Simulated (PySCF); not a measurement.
Job file and geometry (Å, from GFN2-xTB) of a spin–spin coupling run on SMILES [B-]1(C=C)(F)OC(=O)C(=O)O1, [C4H3BFO4]-, B3LYP/pcJ-1 indirect spin-spin coupling, non-relativistic, gas phase in PySCF 2.14.0, density-fitted response routines; density fitting, a coarse starting grid and PySCF grid level 2 are the driver's defaults:

```
$ OMP_NUM_THREADS=1 python probes_run.py task.json out

{"job": {"kind": "j", "xc": "B3LYP", "basis": "pcJ-1"}, "charge": -1, "multiplicity": 1}
C     -1.882533     0.253028    -0.842907
C     -1.550007    -0.432088     0.237815
B     -0.050204    -0.569195     0.812206
F      0.012181    -1.351409     1.963388
O      0.563942     0.785651     1.104694
C      1.598888     0.988615     0.341661
O      2.269656     1.997435     0.310319
C      1.817646    -0.272090    -0.525858
O      2.690064    -0.421718    -1.353494
O      0.897863    -1.142026    -0.222775
H     -1.138674     0.777749    -1.423157
H     -2.899368     0.329470    -1.206986
H     -2.333842    -0.942935     0.787364
```

Question: Write the output of this run.

Answer: 
```
coarse grid: 12720 points
cycle   1  E = -579.5479101336  dE =  1.823e+00  |g| = 1.526e+00  |ddm| = 3.417e+00
cycle   2  E = -578.4224004075  dE =  1.126e+00  |g| = 2.993e+00  |ddm| = 2.988e+00
cycle   3  E = -579.9030217308  dE = -1.481e+00  |g| = 5.152e-01  |ddm| = 2.190e+00
cycle   4  E = -579.9461761112  dE = -4.315e-02  |g| = 2.190e-01  |ddm| = 4.857e-01
cycle   5  E = -579.9538239173  dE = -7.648e-03  |g| = 5.629e-02  |ddm| = 1.576e-01
cycle   6  E = -579.9544290656  dE = -6.051e-04  |g| = 1.514e-02  |ddm| = 4.206e-02
cycle   7  E = -579.9544701157  dE = -4.105e-05  |g| = 5.031e-03  |ddm| = 1.181e-02
cycle   8  E = -579.9544749506  dE = -4.835e-06  |g| = 1.350e-03  |ddm| = 3.870e-03
final grid: 128592 points
cycle   9  E = -580.0669228746  dE = -2.824e-04  |g| = 8.128e-03  |ddm| = 2.021e-02
cycle  10  E = -580.0669092108  dE =  1.366e-05  |g| = 1.115e-02  |ddm| = 1.138e-02
cycle  11  E = -580.0669309384  dE = -2.173e-05  |g| = 3.273e-03  |ddm| = 8.679e-03
cycle  12  E = -580.0669326250  dE = -1.687e-06  |g| = 1.346e-03  |ddm| = 2.764e-03
cycle  13  E = -580.0669329349  dE = -3.099e-07  |g| = 3.545e-04  |ddm| = 9.262e-04
cycle  14  E = -580.0669329586  dE = -2.374e-08  |g| = 4.335e-05  |ddm| = 2.362e-04
cycle  15  E = -580.0669329588  dE = -2.126e-10  |g| = 2.982e-05  |ddm| = 4.644e-05
converged SCF energy = -580.0669329588

Indirect spin-spin couplings (Hz)
  i      j    bonds     total        FC       PSO       DSO        SD
  0 C    2 B    2      1.196     1.152    -0.043     0.053     0.034
  0 C    3 F    3     14.172    10.099     2.960    -0.279     1.392
  0 C   10 H    1    159.258   158.095     0.449     0.714         -
  0 C   11 H    1    154.260   152.925     0.710     0.626         -
  0 C   12 H    2     -3.404    -1.399    -1.542    -0.462         -
  1 C    2 B    1     86.594    86.293    -0.816     0.431     0.686
  1 C    3 F    2     53.230    51.471     0.507     0.124     1.127
  1 C   10 H    2      1.699     3.818    -1.715    -0.405         -
  1 C   11 H    2     -3.930    -1.947    -1.459    -0.525         -
  1 C   12 H    1    138.023   137.103     0.045     0.874         -
  2 B    3 F    1    -91.860   -69.252   -26.222     1.323     2.291
  2 B    4 O    1      1.113     0.243     1.729    -0.248    -0.611
  2 B    5 C    2      1.008     1.186    -0.277     0.118    -0.020
  2 B    6 O    3     -0.582    -0.925     0.199     0.066     0.077
  2 B    7 C    2      1.009     1.187    -0.277     0.118    -0.020
  2 B    8 O    3     -0.582    -0.924     0.200     0.066     0.077
  2 B    9 O    1      1.100     0.228     1.730    -0.248    -0.610
  2 B   10 H    3      6.398     6.382    -0.329     0.362    -0.017
  2 B   11 H    3     10.568    10.543     0.338    -0.331     0.018
  2 B   12 H    2      0.558     0.439    -0.097     0.166     0.049
  3 F    4 O    2    -19.159   -20.065     2.193    -0.097    -1.189
  3 F    5 C    3     -0.917    -0.747     0.276    -0.128    -0.317
  3 F    6 O    4     -0.435    -0.926     0.148     0.168     0.176
  3 F    7 C    3     -0.912    -0.744     0.278    -0.128    -0.318
  3 F    8 O    4     -0.438    -0.925     0.143     0.168     0.176
  3 F    9 O    2    -19.203   -20.120     2.203    -0.097    -1.188
  3 F   11 H    4      4.238     3.628     1.570    -1.100     0.139
  3 F   12 H    3      0.514     0.328    -0.106     0.445    -0.152
  4 O   10 H    4      0.490     0.572     0.057    -0.140         -
  4 O   11 H    4      0.623     0.636    -0.121     0.107         -
  4 O   12 H    3     -0.852    -0.902    -0.036     0.086         -
  5 C   10 H    5      0.165     0.092    -0.299     0.371         -
  7 C   10 H    5      0.164     0.091    -0.299     0.372         -
  9 O   10 H    4      0.485     0.568     0.057    -0.141         -
  9 O   11 H    4      0.621     0.634    -0.121     0.107         -
  9 O   12 H    3     -0.867    -0.918    -0.037     0.087         -
 10 H   11 H    2      3.848     3.533     3.494    -3.179         -
 10 H   12 H    3     20.634    21.217     2.482    -3.065         -
 11 H   12 H    3     14.650    15.188     0.001    -0.539         -
```

Size and cost of the density-fitted run: 300 basis functions, 100 s wall time on 1 thread of an Arm Neoverse N1, shared host.
